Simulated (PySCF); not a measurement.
Species: C5H6ClF2 (doublet state).
Structure used (GFN2-xTB), in Å, numbered top down from 1:
```
atom  x, y, z in Å
C1     2.072    0.561    0.251
C2     1.523   -0.659   -0.004
C3     0.227   -0.898   -0.440
Cl4   -0.295   -2.525   -0.634
C5    -0.813    0.134   -0.710
C6    -1.723    0.347    0.504
F7    -1.045    0.929    1.520
F8    -2.732    1.196    0.190
H9     3.088    0.637    0.590
H10    1.523    1.478    0.150
H11    2.143   -1.534    0.141
H12   -0.345    1.089   -0.953
H13   -1.455   -0.171   -1.539
H14   -2.169   -0.585    0.884
```

The hyperfine couplings belong to this conformer and change with its torsions.

As a line formula: `C([C](Cl)CC(F)F)=C` [radical].

Level of theory: UKS B3LYP, pcH-1 on C Cl F H, non-relativistic, mean-field spin-orbit, GIAO (PySCF 2.14.0). The structure is a single GFN2-xTB conformer in the gas phase; no vibrational or solvent corrections. Couplings are sensitive to structure, and on GFN2-xTB geometries they can be far from those on DFT ones. Stability of the SCF solution: not tested. ⟨S²⟩ is 0.775 where a pure state has 0.75.

Principal values of hyperfine tensors in MHz (contact, dipolar and spin–orbit terms together), for some of the nuclei:

| atom | isotope | A1 | A2 | A3 |
| --- | --- | --- | --- | --- |
| C3 | 13C | 16.56 | 17.02 | 182.60 |
| C1 | 13C | 2.65 | 4.34 | 142.48 |
| C6 | 13C | 46.10 | 46.53 | 55.61 |
| H9 | 1H | -61.60 | -39.19 | -15.31 |
| H10 | 1H | -56.22 | -38.18 | -15.21 |
| H13 | 1H | 28.15 | 28.66 | 37.38 |
| C5 | 13C | -21.72 | -21.02 | -19.68 |
| H12 | 1H | 9.17 | 11.16 | 18.19 |

Q: Give the isotropic coupling of each nucleus in MHz and in mT (g = 2.0047), and the anisotropic part.

A: a_iso = (A1 + A2 + A3)/3, Ti = Ai − a_iso; 1 mT corresponds to 28.059 MHz. The tensors hold a spin–orbit part: the run splits a_iso into a_FC + a_SO, and T includes its anisotropic share.

```
atom  a_iso (MHz)    a_FC   a_SO  a_iso (mT)      T1      T2      T3
  C3        72.06   71.68   0.38       2.568  -55.50  -55.04  110.54
  C1        49.82   49.96  -0.13       1.776  -47.17  -45.48   92.65
  C6        49.41   49.42   0.00       1.761   -3.31   -2.89    6.20
  H9       -38.70  -38.69  -0.01      -1.379  -22.90   -0.49   23.39
 H10       -36.54  -36.53   0.00      -1.302  -19.68   -1.64   21.33
 H13        31.40   31.38   0.01       1.119   -3.24   -2.74    5.98
  C5       -20.81  -20.83   0.02      -0.742   -0.92   -0.21    1.13
 H12        12.84   12.83   0.01       0.458   -3.67   -1.68    5.35
```

Q: What spin density at the nucleus of H13 lies behind its contact coupling (g_N = 5.58569)?

A: a_FC = 800.24 MHz bohr³ × g_N × ρ(0)/(2S). With a_FC = 31.38 MHz and 2S = 1, ρ(0) = 0.007021 bohr⁻³. In magnitude that is 2.2 % of the 1/π = 0.318 of a free hydrogen atom.

Q: C2 (13C, g_N = 1.40482) isn't in the table. Its spin density at the nucleus is -0.04177 bohr⁻³. What is its contact coupling?

A: By the same relation, a_FC = -47.0 MHz. Its full tensor has the principal values -75.33, -35.78, -29.67 MHz.

Q: Which nucleus of the table has the largest anisotropic coupling, and what is its form?

A: C3: -55.5, -55.0, 110.5 MHz (the dipolar term alone has -56.2, -54.7, 110.9), axial, in the ratio −1:−1:+2, the form that spin in one p orbital centred on that nucleus gives.

Q: What first-order splitting does C6 cause when the field lies along A1, A2 or A3 of its tensor (g taken as isotropic, no quadrupole term)?

A: 2 lines (I = 1/2), spaced by |A_i|/(g × 13.996): 1.64, 1.66, 1.98 mT along the axes of A1, A2 and A3.

Time: 79 s wall (with the writing of density and orbital grids); peak memory 0.97 GiB. Hardware: one thread, Arm Neoverse V1 (aarch64), on a shared host.
